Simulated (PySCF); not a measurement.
This PySCF input asks for the NMR shieldings of SMILES C/C=C(\B(Cl)Cl)C1CC1, C6H9BCl2; the geometry comes from GFN2-xTB.

```python
import basis_set_exchange as bse
import numpy as np
from pyscf import gto, dft
from pyscf.prop import nmr

atoms = """
C     2.798397   -0.257419   -0.105779
C     1.393882   -0.718944   -0.289879
C     0.284847   -0.006069   -0.061481
B     0.319399    1.501877    0.386051
Cl    0.968145    2.711907   -0.661166
Cl   -0.287219    2.027390    1.907979
C    -1.034956   -0.662177   -0.275939
C    -2.159965   -0.540898    0.719506
C    -2.259090    0.151957   -0.598824
H     2.846462    0.779466    0.213042
H     3.349146   -0.367355   -1.039583
H     3.295413   -0.876016    0.641369
H     1.298623   -1.749631   -0.611207
H    -0.949464   -1.622481   -0.771100
H    -2.002061    0.054185    1.603727
H    -2.769851   -1.415642    0.885785
H    -2.945600   -0.230566   -1.338233
H    -2.154867    1.226732   -0.615925
"""
names = dict.fromkeys(["C", "B", "Cl", "H"], "pcSseg-1")
basis = {el: gto.basis.parse(bse.get_basis(n, elements=[el], fmt="nwchem")) for el, n in names.items()}
mol = gto.M(atom=atoms, basis=basis, charge=0, verbose=0)
mf = dft.RKS(mol, xc="PBE0")
mf.grids.level = 2
mf.grids.alignment = dft.numint.BLKSIZE   # the property module wants whole blocks of grid points
mf.conv_tol = 1e-9
mf.kernel()

calc = nmr.RKS(mf)   # GIAO
C = mf.mo_coeff
Co = C[:, mf.mo_occ > 0]
resp = mf.gen_response(singlet=True, hermi=2)
def vind(x):   # induced exchange potential for any number of trial vectors
    d = np.einsum("pi,xij,qj->xpq", C, 2 * x.reshape(-1, C.shape[1], Co.shape[1]), Co, optimize=True)
    return np.einsum("xpq,pi,qj->xij", resp(d - d.transpose(0, 2, 1)), C, Co, optimize=True).ravel()
mo1, _ = nmr.rhf.solve_mo1(calc, with_cphf=vind)
sigma = calc.kernel(mo1)
for i, s in enumerate(sigma):   # ppm
    w = np.linalg.eigvalsh((s + s.T) / 2)
    print("%2d %-2s iso %8.1f  s11 %8.1f  s22 %8.1f  s33 %8.1f" % (i, mol.atom_pure_symbol(i), w.mean(), *w))
```

Question: Give the expected output.

Answer: 
```
 0 C  iso    164.6  s11    151.1  s22    160.4  s33    182.3
 1 C  iso     44.1  s11    -66.4  s22     52.4  s33    146.4
 2 C  iso     34.3  s11    -64.4  s22     36.4  s33    130.7
 3 B  iso     40.5  s11     -2.4  s22     28.0  s33     96.0
 4 Cl iso    631.0  s11    344.2  s22    688.0  s33    860.7
 5 Cl iso    640.7  s11    342.6  s22    682.9  s33    896.5
 6 C  iso    165.0  s11    131.2  s22    143.5  s33    220.3
 7 C  iso    178.8  s11    149.5  s22    176.3  s33    210.6
 8 C  iso    177.7  s11    147.2  s22    175.1  s33    210.8
 9 H  iso     29.9  s11     24.9  s22     31.2  s33     33.5
10 H  iso     29.8  s11     26.3  s22     26.8  s33     36.2
11 H  iso     29.8  s11     26.0  s22     27.3  s33     36.3
12 H  iso     25.5  s11     22.8  s22     24.0  s33     29.6
13 H  iso     30.4  s11     23.5  s22     28.8  s33     38.8
14 H  iso     30.5  s11     22.7  s22     29.5  s33     39.4
15 H  iso     31.1  s11     24.9  s22     26.7  s33     41.7
16 H  iso     31.0  s11     25.0  s22     26.5  s33     41.5
17 H  iso     31.8  s11     25.2  s22     31.2  s33     38.9
```

These numbers come from an equivalent density-fitted implementation of the same equations, which agrees with the script to about 0.01 ppm for H and up to a few tenths of a ppm for heavy atoms, so last digits may differ.

Size and cost of the density-fitted run: 212 basis functions, 80 s wall time on 1 thread of an Arm Neoverse N1, shared host; peak memory 0.87 GiB.
